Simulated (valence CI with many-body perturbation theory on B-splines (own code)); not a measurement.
Values are calculated unless marked as measured or tabulated.
## Co13+: what the settings do

Method: valence CI with perturbative core correlation (CI+MBPT): four valence electrons over a frozen Dirac-Fock core [Ne], radial functions for each j: 6 s, 6 p, 5 d, 3 f, 1 g, with the one-electron correlation potential Σ1, the two-electron term Σ2, the three-electron term Σ3, Breit, model QED; selected CI, second order for the rest, scaled by the run's own slope (own B-spline code, finite nucleus).

No measured levels were compared; by estimate levels of excited configurations hold to 0.05 to 0.15 % of their energy, terms of the ground configuration to about 0.5 %.

The reference run has the lowest level 3s²3p² ³P_0 and an ionisation energy of 409.337 eV. Its largest variational space holds 10000 state functions.

Names give the largest LS component (configuration and term), which can be under half, so a name can repeat, a term be missing and a line seem to break the LS rules; names also repeat where a configuration has a term twice.

Changed runs:
A. selection threshold (hartree) 2e-08 → 2e-07
B. Davidson tolerance 2e-05 → 0.001
C. correlating orbitals by l 3 3 3 2 1 → 4 4 0 0 0
D. correlating orbitals by l 3 3 3 2 1 → 2 2 1 1 0; natural orbitals for correlation on → off (bad on purpose)

Excitation energies of the reference run in cm⁻¹, and shifts in cm⁻¹:

| Level | Reference | A | B | C | D |
| --- | --- | --- | --- | --- | --- |
| 3s²3p² ³P_1 | 11827 | -0.1 | 0 | -90 | -94 |
| 3s²3p² ³P_2 | 22692 | +0.1 | 0 | +80 | +55 |
| 3s²3p² ¹D_2 | 55182 | -0.1 | -0.1 | +1279 | +1117 |
| 3s²3p² ¹S_0 | 101561 | -0.2 | 0 | +1844 | +1885 |
| 3s3p³ ⁵S°_2 | 233692 | +0.1 | 0 | -1873 | -1998 |
| 3s3p³ ³D°_1 | 310843 | +0.3 | 0 | +61 | -124 |
| 3s3p³ ³D°_2 | 311051 | +0.1 | 0 | +63 | -119 |
| 3s3p³ ³D°_3 | 314884 | 0 | 0 | +36 | -159 |
| 3s3p³ ³P°_0 | 356103 | +0.6 | 0 | +684 | +649 |
| 3s3p³ ³P°_1 | 357124 | +0.1 | 0 | +654 | +611 |
| 3s3p³ ³P°_2 | 357976 | 0 | 0 | +601 | +533 |
| 3s3p³ ¹D°_2 | 392076 | 0 | 0 | +687 | +418 |
| Ionisation energy (eV) | 409.337 | 0 | 0 | -0.219 | -0.184 |
